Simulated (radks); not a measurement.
The numbers below are computed, except where a source is named.
Q: All-electron atom: Yb3+ in [Xe] 4f12 5f1 (not the ground configuration). Level of theory: Dirac Kohn-Sham, LDA (Slater exchange, Perdew-Wang correlation), spin-unpolarised, spherical densities, finite nucleus; open shells fill j = l - 1/2 first; Fermi nuclear charge, rms radius 5.3108 fm (a radial shooting solver on a logarithmic mesh with Libxc functionals). Some entries of the table are withheld. Estimate them.

orbital,occ.,eigenvalue (eV),<r^2> (bohr^2),r(max) (bohr)
1s1/2,2,-61144.06,0.0005308,0.01238
2s1/2,2,-10395.52,0.008163,0.07083
2p1/2,2,-9922.572,0.005864,0.05297
2p3/2,4,-8876.872,0.007077,0.05940
3s1/2,2,-2381.631,0.05371,0.1999
3p1/2,2,-2172.087,0.04952,0.1876
3p3/2,4,-1950.259,0.05629,0.2009
3d3/2,4,-1591.660,0.04406,0.1580
3d5/2,6,-1543.161,0.04593,0.1618
4s1/2,2,-507.5202,0.2684,0.4554
4p1/2,2,-422.6252,0.2788,0.4565
4p3/2,4,-371.8993,0.3160,0.4850
4d3/2,4,(1),0.3517,(2)
4d5/2,6,(3),0.3660,(4)
5s1/2,2,-96.3393,1.520,1.051
5p1/2,2,-71.8062,1.857,1.133
5p3/2,4,-64.4956,2.132,1.213
4f5/2,6,-50.8768,0.6105,0.4732
4f7/2,6,-49.3987,0.6306,0.4784
5f5/2,1,-11.9072,19.42,(5)
5f7/2,0,-11.8800,19.56,(6)

A: 
(1) 4d3/2 eigenvalue (eV): -231.7379
(2) 4d3/2 r(max) (bohr): 0.4850
(3) 4d5/2 eigenvalue (eV): -222.4451
(4) 4d5/2 r(max) (bohr): 0.4941
(5) 5f5/2 r(max) (bohr): 3.682
(6) 5f7/2 r(max) (bohr): 3.699
